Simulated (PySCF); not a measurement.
propyl chloride (C₃H₇Cl), singlet, geometry from GFN2-xTB. Base run: HF/STO-3G in PySCF.

Here is a job for PySCF.
```python
from pyscf import gto, scf

mol = gto.Mole()
mol.atom = '''
    C     0.89556841   -0.62693231    0.00894819
    C     2.36249557   -0.21115776    0.02829502
    C    -0.00837571    0.59425323    0.00182904
    H     0.67244806   -1.23599530    0.88678452
    H     0.69409767   -1.23025825   -0.87803793
    H     3.00106085   -1.09029661    0.03327060
    Cl   -1.72614612    0.10884623   -0.02082132
    H     2.60373276    0.38459165   -0.84900501
    H     2.58209192    0.37885692    0.91510288
    H     0.13553048    1.19997169    0.89678449
    H     0.15739271    1.20576508   -0.88537060
'''
mol.basis = 'sto-3g'
mol.verbose = 4
mol.build()

mf = scf.RHF(mol)
mf.kernel()
mo_i, mo_e, stable_i, stable_e = mf.stability(internal=True, external=True, return_status=True, nroots=6, tol=1e-6)
print('internally stable:', stable_i, ' externally stable:', stable_e)
if not stable_e:
    umf = mf.to_uhf() if not hasattr(mf, 'xc') else mf.to_uks()
    umf.scf_summary = {}
    umf.kernel(umf.make_rdm1(mo_e, umf.mo_occ))
```

The bond that is stretched is that between atoms 9 and 2. A test that says stable can miss a lower solution.

Each row names what was changed in the base input (with any setting that the change needs).

| change | ΔE vs base (mEh) | <S^2> | E after following the instability (Eh) | <S^2> there | HOMO-LUMO gap (eV) | stability test says |
|---|---|---|---|---|---|---|
| base | 0.000 | 0.000 | - | - | 20.30 | stable |
| bond × 1.25 | 43.069 | 0.000 | - | - | 20.30 | stable |
| bond × 1.5 | 122.3 | 0.000 | -570.76551 | 0.20 | 18.74 | external instability |
| bond × 1.8 | 219.2 | 0.000 | -570.72035 | 0.75 | 13.93 | external instability |
| bond × 2.2 | 323.1 | 0.000 | -570.70484 | 0.95 | 9.61 | external instability |
| bond × 3.0 | 435.2 | 0.000 | -570.70084 | 1.01 | 5.37 | external instability |

Where a bond breaks into two radicals, a solution with restricted orbitals usually stops being the lowest and lies too high; an unrestricted one lies lower at the price of spin contamination, which <S^2> shows.
